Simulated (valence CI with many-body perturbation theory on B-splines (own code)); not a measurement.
Dy²⁶⁺: magnetic and hyperfine properties of the levels

Computed by configuration interaction combined with many-body perturbation theory (CI+MBPT): four valence electrons over a frozen Dirac-Fock core [Kr], a basis of 7 s, 7 p, 8 d, 6 f, 4 g, 1 h functions for each j, with the one-electron correlation potential Σ1 (screened to all orders), the two-electron term Σ2, the three-electron term Σ3, Breit, model QED; selected single and double excitations, second order for the rest, scaled by the run's own slope (own B-spline code, finite nucleus).

The last digits are not significant, and no measured levels were compared; by estimate large intervals hold to a few tenths of a per cent, small ones and those within an open d or f shell to about a per cent. The list stops below the first excitations out of the core.

A/g_I is the dipole constant over the nuclear g factor μ/I (μ in nuclear magnetons, uniformly magnetised nucleus), B/Q the quadrupole constant per barn. Both hold the static response of the core; the bare values leave it out. Large factors of s and p1/2 electrons are usually good to 5 to 10 %; those of open d and f shells near neutrality can be off by tens of per cent, and small factors of p3/2, d and f electrons come from cancelling terms and can be off by a factor of two or in sign, in half-filled shells by more. B is blank for J = 1/2, where it vanishes, and for nearly pure S terms. Energies count from the lowest level. Levels with J = 0 are left out.

Levels are named by their leading jj configuration (3d3/2^4 stands for four electrons in 3d with j = 3/2), which in mixed levels can hold well under half, so a name can repeat and another be missing. Letters in brackets count levels of one name in rising energy.

```csv
Level,E (cm⁻¹),g,A/g_I (MHz),A/g_I bare,B/Q (MHz/b),B/Q bare
(4d3/2^3 4d5/2) J=1,51877,1.497,-1150,-428,3340,3180
(4d3/2^3 4d5/2) J=2,78584,1.354,3970,4420,5150,4930
(4d3/2^3 4d5/2) J=4,84505,1.124,8590,8620,-697,-728
(4d3/2^3 4d5/2) J=3,89829,1.258,6660,6920,2610,2480
(4d3/2^2 4d5/2^2) J=4 [a],135620,1.155,7060,7150,-3390,-3280
(4d3/2^2 4d5/2^2) J=2 [a],139780,1.069,5130,5100,6540,6280
(4d3/2^2 4d5/2^2) J=3 [a],141410,1.064,7060,7000,1720,1640
(4d3/2^2 4d5/2^2) J=5,152990,1.081,8200,8160,7880,7530
(4d3/2^2 4d5/2^2) J=1,158720,1.198,8310,8460,292,261
(4d3/2^2 4d5/2^2) J=6,161650,1.090,8600,8570,9180,8770
(4d3/2^2 4d5/2^2) J=4 [b],171740,1.031,9430,9300,-3490,-3320
(4d3/2^2 4d5/2^2) J=3 [b],173470,1.132,8740,8780,3100,2970
(4d3/2^2 4d5/2^2) J=2 [b],174480,1.119,7920,7950,2460,2350
(4d3/2 4d5/2^3) J=4 [a],203350,1.222,5810,6020,6220,5960
(4d3/2^2 4d5/2^2) J=2 [c],204620,1.026,11200,11000,-565,-557
(4d3/2 4d5/2^3) J=3 [a],219260,1.132,5310,5380,985,963
(4d3/2^2 4d5/2^2) J=4 [c],228490,1.107,6630,6650,3070,2940
(4d3/2 4d5/2^3) J=1 [a],231550,0.845,9720,9280,3590,3420
(4d3/2 4d5/2^3) J=5,231790,1.147,7000,7080,-5300,-5090
(4d3/2 4d5/2^3) J=6,236010,1.072,8160,8110,11000,10600
(4d3/2^2 4d5/2^2) J=2 [d],237440,1.299,6180,6520,-2660,-2510
(4d3/2 4d5/2^3) J=2 [a],255470,0.997,9610,9410,7670,7320
(4d3/2 4d5/2^3) J=3 [b],258450,1.087,7900,7870,4280,4130
(4d3/2 4d5/2^3) J=3 [c],291310,1.063,8790,8710,11700,11200
(4d3/2 4d5/2^3) J=1 [b],292030,1.452,1070,1700,-5120,-4890
(4d3/2 4d5/2^3) J=4 [b],296900,1.033,8850,8720,10300,9920
(4d3/2 4d5/2^3) J=2 [b],302170,1.099,8180,8170,-7360,-7040
(4d5/2^4) J=4,316590,1.161,6070,6180,-9690,-9260
(4d5/2^4) J=2,351140,1.019,7090,6960,-411,-392
```

Question: Take the isotope of mass number 161, with I = 5/2, μ = -0.479 μN and Q = 2.51 b. What is the hyperfine structure of (4d3/2^3 4d5/2) J=2?

Answer: From the table A = -761 MHz, B = 12900 MHz. Shifts from the centre of gravity in MHz: F = 1/2: 14400, F = 3/2: 7410, F = 5/2: -942, F = 7/2: -5860, F = 9/2: -580.
